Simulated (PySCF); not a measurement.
Ionisation energy of As by level of theory

As [Ar] 3d10 4s2 4p3 (4S) → As⁺ [Ar] 3d10 4s2 4p2 (3P), as a difference of total energies. Computed with PySCF 2.14 in pcseg-2 (6s5p3d1f, 43 functions), with the non-relativistic Hamiltonian (point nucleus). Correlated levels: valence: [Ar] 3d10 frozen. The calculations carry no spin-orbit coupling.

```json
{"method": "UHF", "ionisation energy (eV)": "9.453"}
{"method": "M06-L", "ionisation energy (eV)": "9.649"}
{"method": "TPSS", "ionisation energy (eV)": "9.963"}
{"method": "MP2 (valence)", "ionisation energy (eV)": "9.925"}
{"method": "SCS-MP2 (valence)", "ionisation energy (eV)": "9.781"}
{"method": "CCSD (valence)", "ionisation energy (eV)": "9.891"}
{"method": "CCSD(T) (valence)", "ionisation energy (eV)": "9.922"}
```

How much does correlation contribute at CCSD(T) (valence)?

9.922 − (9.453) = 0.469 eV, measured against UHF.

These non-relativistic numbers lack the scalar-relativistic shift.

Errors of the correlated levels include the incompleteness of this basis and the frozen core.

For comparison: 10.008 eV (measured; NIST levels, between the centres of gravity of the two terms).
